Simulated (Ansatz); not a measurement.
Consider the redistribution: `C[SiH](F)N[SiH3]` + `CN([SiH3])[SiH](O)O` → `CN([SiH3])[SiH3]` + `C[SiH](F)N[SiH](O)O`.

Calculated with Ansatz (gas phase, PBE0-D4/def2-TZVP geometries, no zero-point term in ΔE). CCSD(T)/CBS is the MP2 limit (def2-TZVPP, def2-QZVPP) plus CCSD(T) − MP2 in def2-TZVPP, frozen cores. DFT in def2-TZVPP. B3LYP here is the variant with VWN-RPA as its local correlation; programs differ in this. One conformer a species, not always the lowest.

`C[SiH](F)N[SiH3]`:

Z-matrix (Å, degrees):
```
C
Si 1 1.850
H 1 1.093 2 110.0
H 1 1.092 2 110.9 3 119.8
H 1 1.092 2 111.4 3 -119.5
F 2 1.606 1 107.0 3 58.1
N 2 1.713 1 112.2 3 -179.7
H 2 1.483 1 113.4 3 -58.0
Si 7 1.730 2 130.5 1 -38.4
H 7 1.011 2 114.0 1 150.7
H 9 1.484 7 107.6 2 3.7
H 9 1.487 7 111.7 2 -116.3
H 9 1.488 7 111.4 2 123.3
```

`CN([SiH3])[SiH](O)O`:

Z-matrix (Å, degrees):
```
C
N 1 1.465
H 1 1.094 2 110.5
H 1 1.095 2 112.3 3 -120.0
H 1 1.094 2 110.9 3 118.8
Si 2 1.725 1 116.4 3 -162.8
Si 2 1.721 1 115.4 3 24.6
H 6 1.491 2 113.5 1 -75.3
H 6 1.487 2 109.6 1 163.7
H 6 1.488 2 108.6 1 44.2
O 7 1.634 2 114.3 1 62.7
O 7 1.638 2 109.3 1 -177.0
H 7 1.478 2 108.2 1 -52.2
H 11 0.959 7 117.7 2 72.4
H 12 0.958 7 118.5 2 41.9
```

`CN([SiH3])[SiH3]`:

Z-matrix (Å, degrees):
```
C
N 1 1.462
H 1 1.095 2 110.8
H 1 1.095 2 110.8 3 118.5
H 1 1.096 2 112.4 3 -120.7
Si 2 1.725 1 116.8 3 -153.2
Si 2 1.725 1 116.8 3 34.8
H 6 1.492 2 112.4 1 -64.1
H 6 1.483 2 108.6 1 175.1
H 6 1.490 2 109.5 1 54.5
H 7 1.483 2 108.6 1 -175.2
H 7 1.492 2 112.4 1 64.1
H 7 1.490 2 109.5 1 -54.5
```

`C[SiH](F)N[SiH](O)O`:

Cartesian coordinates in Å:
```
C 2.189 -0.856 1.159
Si 0.496 -0.121 1.031
F 0.601 1.478 1.240
N -0.181 -0.410 -0.514
Si -1.711 0.151 -1.084
O -2.195 1.310 -0.036
O -1.576 0.615 -2.648
H 2.642 -0.609 2.122
H 2.145 -1.945 1.078
H 2.845 -0.478 0.370
H -0.409 -0.565 2.116
H 0.395 -0.908 -1.178
H -2.776 -0.864 -1.104
H -1.536 1.916 0.313
H -0.929 1.287 -2.866
```

| level | ΔE (kcal/mol) |
| --- | --- |
| PBE | -1.3 |
| B3LYP | -1.4 |
| CCSD/def2-TZVPP | -1.1 |
| HF/CBS(def2) | -1.2 |

(1) What does CCSD(T)/CBS give? (Best estimate.)

Largest T1 diagnostic among the species: 0.011.

Answers

(1) Ansatz gave: -1.1 kcal/mol. The listed levels differ from it by -0.2, -0.3, 0.0, -0.1 kcal/mol.
